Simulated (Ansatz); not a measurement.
CH4FGe (`[CH3][GeH][F]`) radical, relaxed with UKS PBE-D4/def2-SVP in Ansatz from a rough embedded geometry. The force threshold is 0.03 eV/Å; the program also tests the step.

Total charge 0; spin multiplicity 2.

Start:

```xyz
7

C    -0.253   -0.637   -0.429
Ge    0.479    1.005    0.108
F     1.733    0.691    1.294
H    -1.098   -0.441   -1.213
H    -0.713   -1.203    0.409
H     0.500   -1.328   -0.898
H    -0.649    1.915    0.729
```

How much energy does the relaxation release, and in how many steps? (An estimate is asked.)

The calculation gave: 3.92 kcal/mol, in 4 steps.

Which bonds change most? (Best estimate.)

Computed: C1–Ge2 from 1.877 to 1.977 Å; C1–H4 from 1.170 to 1.108 Å; Ge2–F3 from 1.754 to 1.775 Å; C1–H6 from 1.124 to 1.106 Å.

Give the relaxed structure. (Estimate.)

Computed: 
```xyz
7

C    -0.279   -0.683   -0.476
Ge    0.489    1.056    0.069
F     1.659    0.677    1.349
H    -1.107   -0.516   -1.192
H    -0.668   -1.191    0.431
H     0.493   -1.319   -0.949
H    -0.587    1.975    0.768
```
